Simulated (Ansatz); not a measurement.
C₂H₃AlO₂, SMILES `C=[C]1[O][Al]1[OH]`, relaxed with RKS PBE-D4/def2-SVP in Ansatz 0.2.0 from a rough embedded geometry. The force threshold is 0.03 eV/Å; the program also tests the step.

Total charge 0; spin multiplicity 1.

Start:

```xyz
8

C    -0.565    0.498   -1.647
C     0.199   -0.047   -0.723
O     1.490   -0.721   -0.407
Al    0.431   -0.571    0.886
O    -0.003   -0.769    2.731
H    -0.308    0.636   -2.641
H    -1.567    0.910   -1.321
H     0.324    0.064    3.123
```

Problem. By how much does the energy fall, and how many steps does the optimiser take? (Best estimate.)

Solution. Computed: 1.45 eV, in 15 steps, 2 of them rejected.

Problem. Which bonds change most? (Best estimate.)

Solution. The calculation gave: Al4–O5 from 1.905 to 1.698 Å; C2–Al4 from 1.708 to 1.872 Å; O3–Al4 from 1.678 to 1.761 Å; C1–H6 from 1.036 to 1.104 Å.

Problem. Give the relaxed structure. (Best estimate.)

Solution. Computed: 
```xyz
8

C    -0.613    0.527   -1.789
C    -0.076    0.104   -0.639
O     1.136   -0.617   -0.426
Al    0.364   -0.326    1.130
O     0.708   -0.674    2.755
H    -0.112    0.325   -2.752
H    -1.566    1.075   -1.789
H     0.159   -0.413    3.510
```
